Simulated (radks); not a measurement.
Species: neutral neodymium. Configuration: [Xe] 4f2 5d2 6s2 (not the ground configuration). Calculated with a radial shooting solver on a logarithmic mesh with Libxc functionals: Dirac Kohn-Sham, PBE, spin-unpolarised, spherical densities, finite nucleus; open shells are shared between the two j in proportion to 2j + 1; Fermi nuclear charge, rms radius 4.9123 fm. Some entries of the table are withheld. Estimate them.

| orbital | occ. | eigenvalue (hartree) | <r> (bohr) |
|---|---|---|---|
| 1s1/2 | 2 | -1593.834 | 0.02363 |
| 2s1/2 | 2 | -258.1316 | 0.1005 |
| 2p1/2 | 2 | -244.2358 | 0.08423 |
| 2p3/2 | 4 | -225.1282 | 0.09064 |
| 3s1/2 | 2 | -56.49303 | 0.2660 |
| 3p1/2 | 2 | (1) | 0.2557 |
| 3p3/2 | 4 | (2) | 0.2681 |
| 3d3/2 | 4 | -36.40435 | (3) |
| 3d5/2 | 6 | -35.58085 | (4) |
| 4s1/2 | 2 | -11.67017 | 0.6049 |
| 4p1/2 | 2 | -9.42361 | 0.6204 |
| 4p3/2 | 4 | -8.58566 | 0.6479 |
| 4d3/2 | 4 | -4.88501 | 0.6926 |
| 4d5/2 | 6 | -4.73497 | 0.7021 |
| 5s1/2 | 2 | -1.72618 | 1.422 |
| 5p1/2 | 2 | -1.09164 | 1.583 |
| 5p3/2 | 4 | -0.96353 | 1.664 |
| 4f5/2 | 0.857143 | -0.49098 | (5) |
| 4f7/2 | 1.14286 | -0.47247 | (6) |
| 6s1/2 | 2 | -0.15143 | 4.051 |
| 5d3/2 | 0.8 | -0.15117 | 2.575 |
| 5d5/2 | 1.2 | -0.14064 | 2.640 |

Answer. 
(1) 3p1/2 eigenvalue (hartree): -50.55786
(2) 3p3/2 eigenvalue (hartree): -46.74509
(3) 3d3/2 <r> (bohr): 0.2395
(4) 3d5/2 <r> (bohr): 0.2434
(5) 4f5/2 <r> (bohr): 0.9197
(6) 4f7/2 <r> (bohr): 0.9281
